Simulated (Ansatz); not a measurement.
Several settings on one geometry of the cluster Mg₂Br₂⁺ (the lowest doublet isomer of a short search) (that of the charge 1 doublet, r2SCAN-D4/def2-SVP). Ansatz on 4 threads of Intel Xeon 6975P-C on a shared host; times are rough.

```csv
atom,x (Å),y (Å),z (Å)
Mg1,-0.342,1.466,0.822
Mg2,0.336,-1.467,-0.823
Br3,-0.287,-0.953,1.581
Br4,0.292,0.954,-1.579
```

Totals from different functionals, basis sets or treatments of relativity can't be compared as stabilities.

DK, ANO-RCC and x2c sets are all-electron and run with scalar relativity unless a key says otherwise.

The spins typed aren't always the lowest for that charge.

Give the basis size and estimate the energy, ⟨S²⟩ and time of these runs.

```
run                               method  charge    state                                                                                                                      further keys
  1                RKS BHLYP/aug-cc-pVDZ       0  singlet                                                                                                                                 –
  2         UKS PBE0-D3(BJ)/x2c-TZVPPall       1  quartet                                            pseudopotentials: {relativity: scalar}; scf: {lower_state_search: light}; forces asked
  3  UKS CAM-B3LYP-D3(BJ)-ATM/def2-TZVPP       1  quartet                                                                         scf: {omitted_lower_state_checks: [starts]}; forces asked
  4                     RHF/ANO-RCC-VTZP       0  singlet  point_charges: [{charge: 0.50, position_ang: [5.037, 0.729, -0.318]}]; scf: {omitted_lower_state_checks: [starts]}; forces asked
```


```
run  functions  energy (Eh)  ⟨S²⟩  wall time
  1        126   -5548.5224     –      1.6 s
  2        160   -5612.2863  3.76      9.5 s
  3        160   -5548.4648  3.76       12 s
  4        154   -5608.8625     –      4.4 s
```

A triplet lies near this restricted singlet, and broken spin symmetry wasn't tried.
